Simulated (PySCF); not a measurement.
Some computed properties have been withheld. Give your best values.

Compound: C6H5F3O.
SMILES: `C=C1C=C1OCC(F)(F)F`

Conformer (atom-mapped SMILES and torsion angles): `[CH2:1]=[C:2]1[CH:3]=[C:4]1[O:5][CH2:6][C:7]([F:8])([F:9])[F:10]`: C3–C4–O5–C6 0°, C4–O5–C6–C7 -90°, O5–C6–C7–F8 64°.

| property | level | value |
| --- | --- | --- |
| point group | PBE0-D3(BJ)/def2-SVP | C1 |
| rotational constants A, B, C | PBE0-D3(BJ)/def2-SVP | ? |
| dipole moment | wB97X-D/def2-SVPD | 3.02 D |
| HOMO energy | wB97X-D/def2-SVPD | -7.70 eV |
| LUMO energy | wB97X-D/def2-SVPD | 1.77 eV |
| lowest singlet excitation | TDDFT wB97X-D/def2-SVPD | ? |
| strongest line among the 6 lowest singlet transitions | TDDFT wB97X-D/def2-SVPD | S5 at 7.04 eV (176 nm, f = 0.447) |
| static isotropic polarisability | wB97X-D/def2-SVPD | ? |
| electronic spatial extent ⟨r²⟩ about the centre of nuclear charge | wB97X-D/def2-SVPD | ? |

The electronic properties come from PySCF, for the isolated species, density fitting. Geometry: PBE0-D3(BJ)/def2-SVP, one conformer, isolated molecule.

Q: What is the lowest singlet excitation?

A: 5.07 eV (245 nm, f = 0.037).

Q: Give the electronic spatial extent ⟨r²⟩ about the centre of nuclear charge.

A: 1692 bohr².

Q: Give the static isotropic polarisability.

A: 79.0 au.

Q: The rotational constants A, B, C?

A: 3.438, 0.676, 0.656 GHz.

No computed singlet falls in the visible range (750 to 380 nm, 1.65 to 3.26 eV); S1 lies 1.81 eV above its blue end. In atomic units the dipole is 1.19 e·bohr (1 au = 2.5417 D). The principal polarisabilities are 57.6, 71.8 and 107.5 au; their mean is the isotropic value.
